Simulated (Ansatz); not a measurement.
## Ligand exchange: C4H9Br + SiH3Br → C4H10 + SiH2Br2

Gas-phase species: C4H9Br (1-bromobutane) `CCCCBr`, singlet; SiH3Br `[SiH3]Br`, singlet; C4H10 `CCCC`, singlet; SiH2Br2 (dibromosilane) `Br[SiH2]Br`, singlet. The partners trade Br for H: C–Br and Si–H bonds give way to C–H and Si–Br.

Shapes, held fixed at every level: PBE0-D4/def2-TZVP. Flexible molecules stand in one conformer, not always the lowest. Programs: Ansatz 0.2.0. The zero-point and thermal change to 298 K, harmonic and unscaled (PBE0-D4/def2-TZVP), is +6.9 kJ/mol.

| level | kind | ΔH(298 K) (kJ/mol) | less CCSD(T)/def2-TZVPP |
| --- | --- | --- | --- |
| SPW92/def2-TZVPP | LDA | -128.8 | -2.5 |
| r2SCAN0-D4/def2-TZVPP | global hybrid | -137.4 | -11.1 |
| B2PLYP/def2-TZVPP | double hybrid | -131.2 | -4.9 |
| MP2/def2-TZVPP | perturbation theory | -131.6 | -5.3 |
| CCSD/def2-SVP | coupled cluster or CI | -129.8 | -3.5 |
| CCSD/def2-TZVPP | coupled cluster or CI | -127.9 | -1.6 |
| CCSD(T)/def2-TZVPP | coupled cluster or CI | -126.3 | 0.0 |

The highest level, CCSD(T)/def2-TZVPP, gives ΔH(298 K) = -126.3 kJ/mol; the levels span -137.4 to -126.3. The column of differences is taken from that level and isn't an error. No measured value is set beside it here. Relativity is left out for Br. Outer-core shells of Br are correlated, in sets that cover them unevenly.
